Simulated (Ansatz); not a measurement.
Born–Oppenheimer molecular dynamics of C$_{3}$H$_{9}$NSi (14 atoms, charge 0, multiplicity 1). It starts from a relaxed structure.

Theory: UHF/STO-3G in Ansatz.

```yaml
ensemble: NVE (Milne-controlled integrator)
time_step: 0.5 fs
steps_asked: 266
starting_velocities_drawn_for: 1000 K
seed: 970399
```

First frame:

```xyz
14
Properties=species:S:1:pos:R:3
C -2.230 -1.327 -0.291
C -0.734 -1.151 -0.098
C -0.154 0.022 0.212
N 1.234 0.210 0.464
Si 2.040 1.719 0.142
H -2.751 -0.382 -0.173
H -2.637 -2.031 0.433
H -2.453 -1.715 -1.283
H -0.123 -2.038 -0.207
H -0.757 0.917 0.333
H 1.764 -0.646 0.296
H 2.202 1.960 -1.254
H 1.260 2.767 0.704
H 3.326 1.665 0.750
```

What does the run give?

All steps were run.

- steps done: 266
- time covered: 133 fs
- mean temperature over the second half: 490 K
- spread of the potential energy over the second half: 11.6 meV per atom
- mean potential energy of the second half above the start: 56.5 meV per atom

The conserved energy stayed within 0.11 meV per atom of its start (net change -0.023 meV per atom), so the integration is sound. The temperature averaged 0.49 of the 1000 K drawn at the start: a run that starts near a minimum puts about half its kinetic energy into the potential. A run of 0.13 ps of so small a system gives no equilibrium averages. Limits of this set-up: minimal basis.

What happens to the structure?

The same pairs are bonded in the first frame and the last. Pairs count as bonded within 1.25 times the sum of covalent radii (0.12 Å more for H–H). The details hang on the random start.

How do temperature and energy run in time?


```csv
time (fs),T (K),potential energy less start (eV),conserved less start (meV/atom)
0.0,1000,0.000,0.00
4.0,371,0.976,-0.02
8.0,463,0.833,-0.03
12.0,485,0.799,-0.01
16.0,436,0.874,-0.03
20.0,516,0.750,-0.01
24.0,575,0.659,-0.02
28.0,632,0.571,-0.02
32.0,425,0.892,-0.03
36.0,645,0.549,-0.04
40.0,309,1.071,-0.02
44.0,404,0.925,-0.04
48.0,598,0.624,-0.02
52.0,460,0.838,-0.02
56.0,483,0.802,-0.03
60.0,460,0.838,-0.03
64.0,577,0.656,-0.03
68.0,350,1.008,-0.03
72.0,535,0.721,-0.03
76.0,460,0.837,-0.02
80.0,574,0.660,-0.02
84.0,450,0.853,-0.02
88.0,359,0.993,-0.02
92.0,580,0.651,-0.03
96.0,472,0.818,-0.03
100.0,598,0.623,-0.02
104.0,438,0.871,-0.02
108.0,529,0.731,-0.02
112.0,396,0.936,-0.03
116.0,524,0.738,-0.02
120.0,554,0.692,-0.02
124.0,441,0.867,-0.02
128.0,745,0.396,-0.02
132.0,358,0.995,-0.02
```

Run time: 4 min on 1 thread of Arm Neoverse V2, on a shared host, peak memory 0.12 GiB.
